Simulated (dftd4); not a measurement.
CH₃Cl₂Sn (SMILES [CH3][Sn]([Cl])[Cl]), doublet, at a GFN2-xTB geometry (such geometries of metal compounds can be far from the true shape) (the spin is typed, not shown lowest); dftd4 4.2.0 with D4 for pbe.

Input for dftd4:
```
$ dftd4 mol.xyz --func pbe --charge 0 --json dftd4.json --noedisp --property

# file mol.xyz
7

Sn    -0.25987517     0.10089511     0.41959888
C     -1.92570834    -1.45600401    -0.35249903
H     -1.41774794    -1.94074201    -1.17614683
H     -2.78104771    -0.87777075    -0.67520745
H     -2.16104505    -2.14229292     0.44986603
Cl     0.01934069     1.63428595    -1.40025402
Cl     1.79876807    -1.12534039     0.37299158
```

Output, abridged:

```
                    ____  _____ _____     ____  _  _
      -------------|  _ \|  ___|_   _|---|  _ \| || |------------
     |             | | | | |_    | | ___ | | | | || |_           |
     |             | |_| |  _|   | ||___|| |_| |__   _|          |
     |             |____/|_|     |_|     |____/   |_|            |
     |             ===================================           |
     |            E. Caldeweyher, S. Ehlert & S. Grimme          |
     |          Mulliken Center for Theoretical Chemistry        |
     |                    University of Bonn                     |
      -----------------------------------------------------------

Rational (Becke-Johnson) damping: pbe-D4-ATM
---------------------
  s6         1.0000
  s8         0.9595
  s9         1.0000
  a1         0.3857
  a2         4.8069
 alp        16.0000
--------------------

Atomic data, radii in Ångström:
------------------------------------------------------
   Z          R(cov)      r4/r2   hardness         EN
------------------------------------------------------
  50 Sn       1.6800     3.4228     0.3185     1.9600
   6 C        1.0000     1.6431     0.4220     2.5500
   1 H        0.4267     1.0622     0.4726     2.2000
  17 Cl       1.3200     1.9735     0.4312     3.1600
------------------------------------------------------

Atomic reference systems (in atomic units):
----------------------------------------------------------------------------
   Z        #      CN     q+Z       C6(AA)   #      CN     q+Z       C6(AA)
----------------------------------------------------------------------------
  50 Sn     1  0.0000 22.0000     636.6934   2  0.9004 22.0360     540.2135
            3  1.8469 22.0437     501.2867   4  2.7705 22.0346     405.6063
            5  3.7047 22.0142     335.5240
   6 C      1  0.0000  6.0000      49.3833   2  0.9189  5.8288      52.1688
            3  1.9079  5.8579      35.6972   4  2.8312  5.7775      35.8445
            5  3.7487  5.7435      28.6317   6  2.9183  5.8956      32.2504
            7  0.8556  6.2103      25.6194
   1 H      1  0.0000  1.0000       7.6362   2  0.8942  1.0000       3.0374
  17 Cl     1  0.0000 17.0000      92.6806   2  0.8444 16.8495     101.8771
----------------------------------------------------------------------------

Atomic properties (in atomic units):
----------------------------------------------------------------------------
     #    Z              CN          q      C6(AA)        C8(AA)   alpha(0)
----------------------------------------------------------------------------
     1   50 Sn       2.3736     0.3741    411.0219    51587.8056    41.1074
     2    6 C        3.5471    -0.3024     31.0894      899.1591     8.2263
     3    1 H        0.9255     0.1071      1.7217       20.8127     2.0519
     4    1 H        0.9255     0.1022      1.7651       21.3375     2.0776
     5    1 H        0.9255     0.1006      1.7797       21.5132     2.0862
     6   17 Cl       0.8014    -0.1907    103.0402     4299.2056    15.5160
     7   17 Cl       0.8013    -0.1908    103.0428     4299.3109    15.5162
----------------------------------------------------------------------------

Molecular properties (in atomic units):
----------------------------------------
 molecular C6                2476.8774
 molecular C8              159325.5872
----------------------------------------

Dispersion energy:      -6.9428352427423E-03 Eh

[Info] JSON dump of results written to 'dftd4.json'
```
